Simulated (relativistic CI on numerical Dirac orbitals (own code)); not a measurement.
**Sensitivity of the levels of Kr²⁺ to α and to the nuclear radius**

These numbers are calculated, not measured: Dirac-Coulomb-Breit CI, separate exchange-only KLI orbitals for each configuration, valence Slater integrals scaled by 0.85, P86 correlation energy added to each configuration, derivatives by finite differences, QED left out (own radial code, finite nucleus).

Configurations in the expansion (outside the closed core [Ar] 3d10): 4s2.4p4, 4s.4p5, 4s2.4p3.4d, 4p6, 4s2.4p3.4f, 4s2.4p3.5s, 4s.4p4.4d. Double excitations out of closed p, d and f shells are left out; levels of such configurations are missing from the list, as are those of other unlisted configurations, and high levels can miss mixing partners.

With x = (α/α₀)² − 1 an excitation energy changes as ω = ω₀ + qx; K = 2q/ω₀ is the relative enhancement. Terms are leading LS components, so labels can repeat. The field-shift factor is F = δν/δ⟨r²⟩ for the transition from the lowest level.

Lowest level 4s2.4p4 3P_2.

```tsv
Level	ω₀ (cm⁻¹)	q (cm⁻¹)	K	F (GHz/fm²)
4s2.4p4 3P_1	4471.0	5110	2.29	-0.036
4s2.4p4 3P_0	5277.1	4675	1.77	-0.0359
4s2.4p4 1D_2	15066.4	4096	0.544	0.00382
4s2.4p4 1S_0	33022.1	5733	0.347	-0.159
4s.4p5 3P°_2	122033.4	7804	0.128	-5.61
4s.4p5 3P°_1	125423.7	10950	0.175	-5.55
4s.4p5 3P°_0	127532.3	13420	0.21	-5.57
4s2.4p3.4d 5D°_0	142774.4	3931	0.0551	0.782
4s2.4p3.4d 5D°_3	142780.7	3681	0.0516	0.833
4s2.4p3.4d 5D°_2	142789.5	3841	0.0538	0.816
4s2.4p3.4d 5D°_1	142791.6	3943	0.0552	0.793
4s2.4p3.4d 5D°_4	142887.6	3799	0.0532	0.836
4s2.4p3.4d 1P°_1	147612.6	7664	0.104	-2.41
4s2.4p3.5s 5S°_2	151175.1	230.3	0.00305	2.76
4s2.4p3.4d 3D°_2	153606.5	1830	0.0238	0.898
4s2.4p3.4d 3D°_3	154542.6	3972	0.0514	0.88
4s2.4p3.4d 3D°_1	154941.3	4524	0.0584	0.87
4s2.4p3.5s 3S°_1	157563.8	187.8	0.00238	2.62
4s2.4p3.4d 3F°_2	159292.8	3463	0.0435	0.869
4s2.4p3.4d 3F°_3	160390.1	4262	0.0531	0.865
4s2.4p3.4d 1S°_0	161392.0	3987	0.0494	0.87
4s2.4p3.4d 3F°_4	161689.9	5291	0.0654	0.864
4s2.4p3.4d 3G°_3	165398.6	3091	0.0374	0.902
```

For a near-neutral ion this model can misplace configurations by up to about 10,000 cm⁻¹ (more where the count of f electrons changes) and terms by 10 to 25 % of their spread. Rates follow the energies as ν³ (E1, M1) or ν⁵ (E2), so they and the lifetimes can be off by large factors. The fine structure of a lone outer electron comes out too small, for d and f at times inverted, and misplaced configurations move strength between like terms.
